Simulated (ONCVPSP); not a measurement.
**germanium, ONCV: configuration errors across variants**

germanium (Ge), optimised norm-conserving Vanderbilt (ONCV), made with ONCVPSP 4.0.1 (PBE, scalar-relativistic). Core [Ar], reference 3d10 4s2 4p2. Waves: 4s: rc 1.85 bohr, ncon 4, nbas 7, qcut 4.3 1/bohr, 3 projectors, debl 2.9 Ha; 4p: rc 2.25 bohr, ncon 4, nbas 8, qcut 2.9 1/bohr, 3 projectors, debl 3.4 Ha; 3d: rc 0.65 bohr, ncon 4, nbas 8, qcut 16.1 1/bohr, 2 projectors, debl 1.6 Ha. Local part: polynomial inside 0.60 bohr (lpopt 5, dvloc0 0 Ha). Core correction: polynomial model core, fcfact 0.55.

All-electron excitation energies from the reference (eV): (1) 3d10 4s2 4p1 7.444; (2) 3d10 4s2 4p0 22.884; (3) 3d10 4s1 4p0 57.675.

A true bound ghost makes a file unfit for plane-wave use even where its test errors are small: the radial tests pick states by their node count and pass the ghost by.

Errors AE − PS in meV (a dash: test not solved or not reliable):

```tsv
change	(1)	(2)	(3)	bound ghosts	GHOST(+) flags above zero
base	-2.2	-15	-63	s	s, p
core correction polynomial model core, fcfact 1.2	-2.2	-15	-63	s	s, p
s: nproj 2	-2.1	-15	-62	s	p
s: qcut 2.5	-2.4	-16	-63	s	p
s: nbas 9	-2.2	-15	-63	s	s, p
local potential polynomial inside 0.60 bohr (lpopt 5, dvloc0 3 Ha)	-2.2	-15	-63	s	p
```

(1) Give the same row for: local potential polynomial inside 0.40 bohr (lpopt 4, dvloc0 0 Ha).

## Answers

(1) -2.3, -16, -63; bound ghosts: s, p; GHOST(+) flags above zero: s.
